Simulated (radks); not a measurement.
Species: neutral xenon. Configuration: [Xe].

Calculated with a radial shooting solver on a logarithmic mesh with Libxc functionals: non-relativistic Kohn-Sham, TPSS, spin-polarised, spherical densities, point nucleus; meta-GGA in the generalised Kohn-Sham scheme; relativity is left out, which matters for an element this heavy.

Energy parts (eV):
| part | energy |
|---|---|
| total | -196859.042 |
| kinetic | 196788.369 |
| electron-nucleus | -467099.415 |
| Hartree | 78386.807 |
| exchange-correlation | -4934.803 |

Orbitals (lengths in bohr, moments of r in powers of bohr; <r^-3> diverges for s and p1/2; r(90%) holds 90 % of the orbital's charge):
orbital  occ.  eigenvalue (eV)  <r^-3>      <r>      <r^4>  r(90%)
1s          2        -32955.22       -  0.02813  2.832e-06  0.0500
2s          2        -4997.434       -   0.1210  0.0005002   0.186
2p          6        -4700.155    5192   0.1030  0.0003251   0.167
3s          2        -1022.219       -   0.3200    0.02062   0.469
3p          6        -896.3799   981.5   0.3105    0.01969   0.465
3d         10        -663.4078   160.3   0.2813    0.01581   0.440
4s          2        -183.5791       -   0.7467     0.5792    1.07
4p          6        -138.8703   194.1   0.7777     0.7162    1.13
4d         10         -62.3059   24.87   0.8711      1.325    1.32
5s          2         -18.3062       -    1.951      28.45    2.85
5p          6          -8.4061   19.48    2.326      64.86    3.48

The highest occupied level is 5p at -8.406 eV. The density falls to 0.001 e/bohr^3 at r = 4.42 bohr. Virial ratio -V/T = 2.00036.
